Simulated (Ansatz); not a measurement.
Cartesian coordinates in Å:
```
F -0.229 -0.176 -2.784
Al -0.096 -0.074 -1.154
O -1.340 0.601 -0.282
Si -2.573 1.269 0.541
O 1.279 -0.649 -0.418
Si 2.639 -1.219 0.266
H -2.400 1.027 1.998
H -3.860 0.671 0.101
H -2.605 2.735 0.294
H 2.482 -1.269 1.743
H 3.781 -0.329 -0.070
H 2.923 -2.588 -0.236
```

Charge 0, multiplicity 1.

(1) List the ωB97M-V/def2-TZVPP orbital energies in eV (the Gaussian-basis code of Ansatz). (Estimate.)

Results:

(1) The calculation gave: Occupied: -1807.48, -1807.48, -1532.87, -676.80, -526.12, -526.12, -148.46, -148.46, -117.47, -102.61, -102.61, -102.56, -102.56, -102.56, -102.56, -77.15, -76.98, -76.97, -34.99, -30.41, -30.16, -18.77, -18.19, -15.86, -14.98, -14.91, -14.50, -14.22, -13.83, -13.81, -13.63, -13.35, -11.45, -11.42, -11.27, -11.15. Lowest empty: 0.52, 1.67, 2.17, 2.65, 3.13, 3.20, 3.23, 3.47.
